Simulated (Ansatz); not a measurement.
Gas-phase electronic energies from Ansatz, PBE0-D4/def2-TZVP geometries. CCSD(T)/CBS is the MP2 limit (def2-TZVPP, def2-QZVPP) plus CCSD(T) − MP2 in def2-TZVPP, frozen cores. This one scheme is used for every species. Functionals use def2-TZVPP. Each species was taken in one conformer, which may not be the lowest.

Reaction (formal exchange of groups at the Si–S bond): `S[SiH2]CCl` + `NC=O` → `NC(=O)[SiH2]CCl` + H₂S

Task: Is it downhill or uphill in electronic energy at CCSD(T)/CBS, and by how much? (Best estimate.)

Result: The calculation gave: Uphill: ΔE = +74.2 kJ/mol.

Task: What do these levels give: PBE-D4, ωB97X-V, HF/def2-TZVPP, CCSD(T)/def2-TZVPP, HF/def2-QZVPP, SCS-MP2/def2-QZVPP? (Estimate.)

Result: The calculation gave: PBE-D4 72.5, ωB97X-V 73.2, HF/def2-TZVPP 83.4, CCSD(T)/def2-TZVPP 72.2, HF/def2-QZVPP 83.3, SCS-MP2/def2-QZVPP 77.8 kJ/mol.

Largest T1 diagnostic among the species: 0.016.

In def2-TZVPP, CCSD(T) changes the Hartree–Fock value by −11.2 kJ/mol (the triples alone add −1.6 kJ/mol) and MP2 by −5.0 kJ/mol. From PBE to PBE0 (25 % exact exchange), in def2-TZVPP and without D4, ΔE moves by +4.3 kJ/mol.
